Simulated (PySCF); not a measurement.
Vertical excitations of a molecule C₄H₂BrCl from PySCF with TDDFT-PBE/def2-SVPD, as energy in eV (oscillator strength): 4.41 (0.000), 4.59 (0.000), 4.64 (0.271), 4.99 (0.000), 5.26 (0.000), 5.47 (0.092), 5.54 (0.056), 5.90 (0.000), 5.96 (0.026), 6.02 (0.004). Lowest triplet (TDA): 2.93 eV. The structure is a stationary point at r2SCAN-D4/def2-SVP. Other conformers were not sampled.

Question: Which structure fits?
(A) C#C/C(Br)=C\Cl
(B) C#C/C(Cl)=C\Br
(C) C#C/C=C(/Cl)Br

Answer: C, C#C/C=C(/Cl)Br
